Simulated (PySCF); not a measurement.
# Working out the ionisation energy of Br(2+)

Br(2+) [Ar] 3d10 4s2 4p3 (4S) → Br(3+) [Ar] 3d10 4s2 4p2 (3P). Calculation: PySCF 2.14, in aug-cc-pVTZ-PP with one added diffuse shell each of s, d, f type with ECP10MDF (7s5p5d3f, 68 functions); scalar relativity through the core potential. Frozen: 3s2 3p6 3d10. Energies in hartree (1 hartree = 27.21139 eV):

```json
{"part": "UHF", "Br(2+) (lower)": "-414.354493", "Br(3+) (upper)": "-413.081595"}
{"part": "CCSD correlation", "Br(2+) (lower)": "-0.094680", "Br(3+) (upper)": "-0.076527"}
{"part": "(T)", "Br(2+) (lower)": "-0.002378", "Br(3+) (upper)": "-0.001413"}
```

**Question.** What does Hartree-Fock give?

**Answer.** (-413.081595) − (-414.354493) = 1.272898 hartree = 34.637 eV.

**Question.** What do CCSD and CCSD(T) give?

**Answer.** The CCSD correlation energies differ by 0.018153 hartree = 0.494 eV and the triples by 0.000965 hartree = 0.026 eV, so CCSD gives 35.131 eV and CCSD(T) 35.157 eV.

Reference: 34.871 ± 0.019 eV (measured; NIST Atomic Spectra Database, ionization energies), between the lowest levels; spin-orbit coupling is absent from the calculation.

What remains against the reference includes basis incompleteness, the frozen core and higher excitations.
